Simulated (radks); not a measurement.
Results of a calculation; reference values are marked as such.
Charge is removed step by step from the 6s down level of neutral lanthanum, starting from [Xe] 5d1 6s(up 1, down 1). Code: a radial shooting solver on a logarithmic mesh with Libxc functionals. Model: non-relativistic Kohn-Sham, PBE, spin-polarised, spherical densities, point nucleus; open shells are filled with parallel spins first (spin-orbit coupling, left out, can overturn this in heavy ions); relativity is left out, which matters for an element this heavy.

removed (e)  E - E(0) (eV)  eigenvalue (eV)
0                    0.000           -3.335
0.125                0.447           -3.821
0.25                 0.956           -4.313
0.375                1.526           -4.811
0.5                  2.159           -5.315
0.625                2.855           -5.828
0.75                 3.616           -6.353
0.875                4.443           -6.879

The mean slope of the eigenvalue, de/dn, is 4.05 eV per electron.
